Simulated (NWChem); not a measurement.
System: C₂H₇BSe; SMILES CB(C)[SeH]

Here is an NWChem input.

```
start job
memory heap 200 mb stack 900 mb global 1100 mb
geometry units angstroms noautosym nocenter noautoz
  B     -0.005208    -0.897905     0.020878
  C      1.375639    -1.656149    -0.062327
  H      1.360400    -2.394558    -0.876429
  H      1.520242    -2.236778     0.861386
  H      2.258966    -1.022595    -0.194250
  C     -1.374432    -1.677577     0.017020
  H     -1.583310    -2.004453    -1.013829
  H     -2.242154    -1.102420     0.354811
  H     -1.312724    -2.597087     0.614630
  Se     0.080181     1.055256     0.097045
  H     -1.374809     1.318829     0.198082
end
basis spherical
  B library pcsseg-1
  C library pcsseg-1
  H library pcsseg-1
  Se library pcsseg-1
end
dft
  xc xpbe96 cpbe96
  iterations 150
end
property
  shielding
  efieldgrad
end
task dft property
```

Structure relaxed at the B3LYP/6-31G* (spherical d) level.

GIAO values for the isolated, static molecule; σ is the absolute isotropic shielding, δ = σ(reference) − σ with the isolated reference molecule computed at the same levels (11B: boron trifluoride, 13C: tetramethylsilane, 1H: tetramethylsilane). Spin-orbit effects, on the heavy nuclei and on their neighbours, are missing.

Atoms are numbered as in the input.

Q: What results follow from this input? (PBE/pcSseg-1, GIAO.) Quantities: δ B1 (ppm); δ C2 (ppm); δ H3 (rotor mean) (ppm); δ C6 (ppm); δ H7 (rotor mean) (ppm); σ Se10 (ppm); δ H11 (ppm).

A: 
| Item | Result |
|---|---|
| δ B1 (ppm) | 72.7 |
| δ C2 (ppm) | 13.2 |
| δ H3 (rotor mean) (ppm) | 0.99 |
| δ C6 (ppm) | 18.9 |
| δ H7 (rotor mean) (ppm) | 1.14 |
| σ Se10 (ppm) | 1548.4 |
| δ H11 (ppm) | 3.26 |
